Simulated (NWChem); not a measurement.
System: phosphorus nitride (PN); SMILES N#P

Program: NWChem. Pople sets run with spherical d functions. Structure relaxed at the B3LYP/6-31G* (spherical d) level. Static field.

### Question
Order these by “isotropic polarisability (bohr³)”, lowest first: Hartree-Fock/aug-cc-pVDZ; Hartree-Fock/6-31+G*; Hartree-Fock/def2-SVPD; Hartree-Fock/def2-SVP.

### Answer
Hartree-Fock/def2-SVP (20.0), Hartree-Fock/6-31+G* (23.4), Hartree-Fock/def2-SVPD (26.0), Hartree-Fock/aug-cc-pVDZ (27.5)
